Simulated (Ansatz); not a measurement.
Basis-set extrapolation for `F[C@@H]1[AlH][Si@@H]1F` (PBE0-D4/def2-TZVP geometry, frozen core, the Gaussian-basis code of Ansatz). Multiplicity 1, RHF reference.

|  | def2-TZVPP | def2-QZVPP |
| --- | --- | --- |
| HF | -769.436413 | -769.463525 |
| MP2 correlation | -0.852113 | -0.926601 |
| CCSD(T) correlation | -0.913784 | not run |

Energies in hartree. Use E(X) = E(∞) + A·exp(−7.88·√X) for Hartree–Fock and E(X) = E(∞) + B·X^(−2.97) for correlation, with X = 3 and 4, and add CCSD(T) minus MP2 of the smaller set to the MP2 limit.

Question: What is the CCSD(T) energy at the basis-set limit?

Answer: HF limit: -769.463525 + (-0.027112) × 0.13774 = -769.46726. MP2 limit: -0.926601 + (-0.074488) × 0.74074 = -0.98178. Higher-order term: -0.913784 − (-0.852113) = -0.06167. Total: -770.51071 hartree, 421.4 kJ/mol below CCSD(T)/def2-TZVPP.
